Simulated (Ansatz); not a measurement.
The cluster Hf4. Charge 0, multiplicity 1. Geometry PBE-D4/def2-SVP; atoms count from 1.

```csv
atom,x (Å),y (Å),z (Å)
Hf1,0.3016,-1.0814,-1.2857
Hf2,-1.1848,-0.6626,1.0347
Hf3,-0.5583,1.4866,-0.6259
Hf4,1.4416,0.2573,0.8770
```

In the def2 sets Hf takes a core potential; there is no spin–orbit coupling. The restricted singlet is unstable: a solution with broken spin symmetry lies lower. The geometry of the singlet was relaxed on an unsound state (restricted singlet, unstable towards broken spin symmetry at other levels and untested here). At PBE0-D4/def2-TZVP a quintet of charge 0 lies 0.33 eV below the restricted singlet, each at its own geometry. That quintet is doubtful there (⟨S²⟩ 6.40, where a pure state has 6.00). The structure comes from a short search, and lower isomers may exist.

Estimate the Mulliken populations from the PBE0/def2-TZVP orbitals of Ansatz.


| atom | charge (e) | d electrons |
| --- | --- | --- |
| Hf1 | 0.00 | 2.36 |
| Hf2 | 0.00 | 2.36 |
| Hf3 | 0.00 | 2.36 |
| Hf4 | 0.00 | 2.36 |
Mulliken values and Mayer orders depend strongly on the basis.

And the Mayer bond orders between bonded heavy atoms (over 0.3)?

Hf1–Hf2 1.50 (2.79 Å); Hf1–Hf3 1.50 (2.79 Å); Hf1–Hf4 1.50 (2.79 Å); Hf2–Hf3 1.50 (2.79 Å); Hf2–Hf4 1.50 (2.79 Å); Hf3–Hf4 1.50 (2.79 Å).
